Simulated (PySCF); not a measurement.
Species: CH$_{6}$BO$_{2}$Si, charge 0, multiplicity 2. It need not be the lowest isomer of its formula. 
Structure (B3LYP-D3(BJ)/def2-TZVP (Ansatz) minimum search):
SMILES: OB([SiH2][CH2])O
```xyz
11

C     -2.2527    -0.0813     0.3477
Si    -0.6598    -0.9748     0.0643
B      0.8715     0.3664    -0.1213
O      2.1319    -0.0971    -0.3359
O      0.6826     1.7201    -0.0384
H     -2.8981     0.2423    -0.4620
H     -2.6177     0.1712     1.3375
H     -0.7642    -1.7905    -1.1731
H     -0.3933    -1.8845     1.2083
H      2.7870     0.6104    -0.4100
H     -0.2341     1.9705     0.1143
```
Charge 0, spin multiplicity 2.

Dispersion corrections to the total energy (kcal/mol) from the dftd3 and dftd4 libraries through PySCF: D3(BJ) without and D4 with the three-body term, each with the damping fitted for the functional named.

```tsv
functional	D3(BJ)	D4
HF	[?]	-16.61
PBE0	-4.29	-4.05
B3LYP	[?]	-7.70
HSE06	-3.37	-3.78
BP86	[?]	-6.46
CAM-B3LYP	-4.00	-4.11
BLYP	-10.49	-10.48
```

Problem. Complete the blanks.

Solution. 
- HF, D3(BJ): -37.10
- B3LYP, D3(BJ): -8.62
- BP86, D3(BJ): -8.04
